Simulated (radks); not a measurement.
The numbers below are computed, except where a source is named.
Species: Hg+. Configuration: [Xe] 4f14 5d10 6s1. Level of theory: scalar-relativistic Kohn-Sham, RPBE, spin-polarised, spherical densities, finite nucleus; open shells are filled with parallel spins first (spin-orbit coupling, left out, can overturn this in heavy ions); Fermi nuclear charge, rms radius 5.4648 fm (a radial shooting solver on a logarithmic mesh with Libxc functionals).

Normalised radial functions P(r) = r R(r), r in bohr:

r           5d up    6s up  6s down
0.003468   0.0002   0.0607   0.0604
0.005559   0.0009   0.0709   0.0706
0.008842   0.0029   0.0687   0.0685
0.01418    0.0098   0.0398   0.0397
0.02254    0.0300  -0.0240  -0.0239
0.03585    0.0818  -0.0972  -0.0968
0.05748    0.1851  -0.0898  -0.0894
0.09142    0.2909   0.0632   0.0630
0.1466     0.2018   0.1498   0.1492
0.2331    -0.2089  -0.1043  -0.1039
0.3737    -0.4249  -0.1725  -0.1717
0.5944     0.1437   0.2710   0.2700
0.9453     0.8263   0.1798   0.1777
1.515      0.8038  -0.5100  -0.5086
2.41       0.3916  -0.7038  -0.6951
3.864      0.0936  -0.3370  -0.3489
6.146      0.0088  -0.0584  -0.0603
9.853      0.0001  -0.0020  -0.0022

5d up: eigenvalue -18.918 eV, 2 radial nodes at r = 0.189, 0.547 bohr, <r> = 1.48 bohr, 90 % of the charge inside 2.29 bohr. 6s up: eigenvalue -14.971 eV, 5 radial nodes at r = 0.0194, 0.0780, 0.201, 0.455, 1.08 bohr, <r> = 2.51 bohr, 90 % of the charge inside 3.70 bohr. 6s down (empty): eigenvalue -14.126 eV, 5 radial nodes at r = 0.0194, 0.0780, 0.201, 0.455, 1.08 bohr, <r> = 2.53 bohr, 90 % of the charge inside 3.74 bohr.
